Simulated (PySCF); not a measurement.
## Sb(3+) (antimony, charge +3) across methods

[Kr] 4d10 5s2, closed-shell 1S. Computed with PySCF 2.14 in aug-cc-pVTZ-PP with one added diffuse shell each of d, f type with ECP28MDF (6s5p5d3f, 67 functions), with a scalar-relativistic core potential. The B2PLYP total includes its PT2 part (frozen core); its orbital energies are those of the SCF part.

| method | E (hartree) | mean ε 4p (eV) | mean ε 4d (eV) | mean ε 5s (eV) | Σ⟨r²⟩ (bohr²) | ⟨S²⟩ |
| --- | --- | --- | --- | --- | --- | --- |
| BLYP | -238.3379 | -132.29 | -62.341 | -39.076 | 27.84 | 0.000 |
| UHF | -237.48708 | -154.28 | -73.347 | -41.869 | 28.05 | 0.000 |
| PBE | -238.3650 | -132.36 | -62.488 | -38.997 | 27.79 | 0.000 |
| r2SCAN | -238.4470 | -135.40 | -63.382 | -39.175 | 27.73 | 0.000 |
| wB97M-V | -238.3423 | -140.87 | -68.036 | -42.292 | 27.82 | 0.000 |
| B2PLYP | -238.1055 | -144.23 | -68.443 | -40.827 | 27.92 | 0.000 |
| PBE0 | -238.3742 | -138.15 | -65.515 | -39.958 | 27.80 | 0.000 |
| BHandHLYP | -238.3176 | -143.85 | -68.396 | -40.974 | 27.89 | 0.000 |

Estimate the same row for LDA.

E (hartree) = -237.9749; mean ε 4p (eV) = -132.18; mean ε 4d (eV) = -62.550; mean ε 5s (eV) = -39.493; Σ⟨r²⟩ (bohr²) = 27.81; ⟨S²⟩ = 0.000.

Energies and moments cover only the electrons outside the core potential.
